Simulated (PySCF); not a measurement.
MgFCl, SMILES [Cl][Mg][F].

Geometry optimised at B3LYP-D3(BJ)/def2-TZVP.

Method: PBE0/def2-TZVPD in PySCF.

The total energy is -759.97178 hartree and the point group is C∞v. The highest occupied level is -9.05 eV. The lowest empty level comes out as -1.80 eV and the orbital gap comes out as 7.25 eV. The dipole moment is 0.06 D. The quadrupole, principal values (traceless, Buckingham form, about the centre of nuclear charge) is -17.67, 8.84, 8.84 D·Å, the mean static polarisability is 33.5 bohr³ (4.96 Å³) and the polarisability, principal values is 30.5, 30.5, 39.4 bohr³.
